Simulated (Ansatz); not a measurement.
`O[C](F)(F)[AlH2]`, relaxed with RKS PBE0-D4/def2-TZVP in Ansatz from a PBE-D4/def2-SVP geometry. The force threshold is 0.005 eV/Å; the program also tests the step.

The species carries charge 0 and has multiplicity 1.

Start:

```xyz
8

O     0.389   -0.168    1.428
C     0.425    0.408    0.185
F     1.724    0.378   -0.307
F     0.134    1.764    0.288
Al   -0.899   -0.628   -0.937
H     1.022    0.304    2.015
H    -2.419   -0.144   -0.948
H    -0.376   -1.914   -1.724
```

| step | energy (eV) | largest force (eV/Å) | largest move (Å) |
| --- | --- | --- | --- |
| 1 | -15155.3283 | 0.794 | 0.000 |
| 2 | -15155.3497 | 0.220 | 0.017 |
| 3 | -15155.3525 | 0.033 | 0.010 |
| 4 | -15155.3527 | 0.019 | 0.005 |
| 5 | -15155.3528 | 0.026 | 0.006 |
| 6 (rejected) | -15155.3528 | 0.048 | 0.006 |
| 7 | -15155.3529 | 0.004 | 0.003 |

End:

```xyz
8

O     0.409   -0.153    1.445
C     0.414    0.390    0.198
F     1.696    0.367   -0.302
F     0.127    1.734    0.286
Al   -0.905   -0.635   -0.939
H     1.037    0.325    2.007
H    -2.403   -0.136   -0.962
H    -0.375   -1.893   -1.732
```

Run time 35 s (2 threads of an Arm Neoverse V1 on a shared host); peak host memory 0.39 GiB.
